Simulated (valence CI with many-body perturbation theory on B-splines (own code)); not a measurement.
## Questions on K⁴⁺

Calculated by valence CI with perturbative core correlation (CI+MBPT): five valence electrons over a frozen Dirac-Fock core [Ne], a basis of 9 s, 9 p, 8 d, 6 f, 3 g, 1 h functions for each j, with the one-electron correlation potential Σ1, the two-electron term Σ2, the three-electron term Σ3, Breit, model QED; selected CI, second order for the rest, scaled by the run's own slope (own B-spline code, finite nucleus).

Against 16 measured levels this calculation errs by 238 cm⁻¹ on average and by 1164 at most. These come from a selection out of Sansonetti, J. Phys. Chem. Ref. Data 37, 7 (2008). Levels without a partner in it may be off by more. Among the levels kept, up to 1900 cm⁻¹ of a level comes from second order outside the variational space, and about a tenth of that is noise between levels of different J, which matters for small intervals. 5 measured levels below the end of the list, from 206720 cm⁻¹ on, found no clear computed partner, and computed levels of the same name lie up to 6867 cm⁻¹ from them.

Rates and lifetimes use the calculated energies. Strong lines usually hold to 10 to 20 %, long lifetimes can be off by a factor of two.

Task: What is the ground level?

Result: 3s²3p³ ⁴S°_3/2, composition 95 % 3s²3p³ ⁴S° + 3 % 3s3p³3d ⁴S°, g = 2.001.

Task: Name the longest-lived excited levels whose lifetime is computed, and their main decay.

Result: 3s²3p³ ²D°_5/2 at 24443 cm⁻¹ lives 199 s, mostly by E2 to 3s²3p³ ⁴S°_3/2; 3s²3p³ ²D°_3/2 at 24210 cm⁻¹ lives 11.2 s, mostly by M1 to 3s²3p³ ⁴S°_3/2; 3s²3p³ ²P°_1/2 at 40035 cm⁻¹ lives 276 ms, mostly by M1 to 3s²3p³ ⁴S°_3/2.

Task: How well does LS coupling describe the low levels?

Result: Among the lowest 20 levels the leading LS term, summed over configurations, holds 96 % on average. For single configurations the figures are 83 % in LS and 56 % in jj coupling. Terms mix most in the J = 7/2 level at 221350 cm⁻¹, where the leading one holds 56 %.

Task: What are the static dipole polarisabilities of the lowest levels?

Result: 3s²3p³ ⁴S°_3/2 2.34; 3s²3p³ ²D°_3/2 2.35 (tensor 0.029); 3s²3p³ ²D°_5/2 2.35; 3s²3p³ ²P°_1/2 2.33 bohr³, of which the core gives 0.0277.

Task: What is the ionisation energy?

Result: 81.8 eV; NIST lists 82.66 ± 0.16 eV (semi-empirical).
